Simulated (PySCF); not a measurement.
A GIAO shielding run with PySCF 2.14 (density fitting, non-relativistic, gas phase) on `[Si@H](NCCC)(N)O`, C3H12N2OSi:

```
$ OMP_NUM_THREADS=1 python probes_run.py task.json out

{"job": {"kind": "nmr", "xc": "PBE0", "basis": "pcSseg-1"}, "charge": 0, "multiplicity": 1}
C      2.028829     0.641947    -0.625746
C      1.969814    -0.651477     0.176419
C      0.618272    -0.815095     0.880203
N     -0.460551    -0.915079    -0.066400
Si    -1.976711    -0.128769     0.070411
N     -1.894401     1.586537     0.268552
O     -2.650805    -0.491134    -1.368202
H      1.949279     1.502617     0.035584
H      1.204570     0.671540    -1.333721
H      2.965527     0.712298    -1.173997
H      2.122764    -1.501835    -0.492227
H      2.764136    -0.664416     0.925737
H      0.658161    -1.698468     1.535687
H      0.430377     0.056314     1.511644
H     -0.401478    -1.743059    -0.637238
H     -2.822990    -0.566180     1.185148
H     -1.596115     1.941654     1.161122
H     -1.455421     2.123364    -0.463677
H     -3.463061    -0.051508    -1.596761
```

Hardware: 1 thread of an Arm Neoverse V2, shared host. The job also computes population analyses, field gradients.

(1) How large is the calculation?

(2) How long does it take, and how much memory does it need?

Results:

(1) 66 electrons, 186 basis functions and 979 auxiliary functions.

(2) 47 s of wall time, with 13 SCF cycles and 4 response iterations; peak memory 0.84 GiB. Times on a shared host scatter by some tens of per cent.
